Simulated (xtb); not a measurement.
C$_{4}$H$_{10}$O$_{2}$, triplet, at the geometry of the source list (a higher spin typed on purpose: for a closed-shell molecule this is an excited state). Base run: GFN0-xTB (xtb).

The xtb input:
```
$ xtb mol.xyz --gfn 0 --uhf 2 --json

# file mol.xyz
16

C      2.71370000     0.69860000    -0.02800000
O      1.44120000     0.34540000     0.44290000
C      0.72900000    -0.46100000    -0.46200000
C     -0.67420000    -0.70520000     0.07440000
O     -1.47700000     0.41840000    -0.18900000
C     -2.76110000     0.31140000     0.36370000
H      3.33360000    -0.19090000    -0.20480000
H      3.17080000     1.31310000     0.74430000
H      2.65050000     1.27010000    -0.96250000
H      1.24560000    -1.42710000    -0.59160000
H      0.65550000     0.03230000    -1.44200000
H     -1.10360000    -1.59660000    -0.41340000
H     -0.61520000    -0.89110000     1.15660000
H     -3.29860000    -0.55590000    -0.04340000
H     -2.72020000     0.21420000     1.45580000
H     -3.28990000     1.22420000     0.09910000
```

Variants of this job, named by their change:

```json
[
 {"change": "base", "ΔE vs base (mEh)": "0.000"},
 {"change": "etemp = 10000", "ΔE vs base (mEh)": "-132.0"},
 {"change": "etemp = 3000", "ΔE vs base (mEh)": "-27.494"},
 {"change": "acc = 0.0001", "ΔE vs base (mEh)": "0.000"},
 {"change": "acc = 0.1", "ΔE vs base (mEh)": "0.000"},
 {"change": "file = coord", "ΔE vs base (mEh)": "0.000"}
]
```
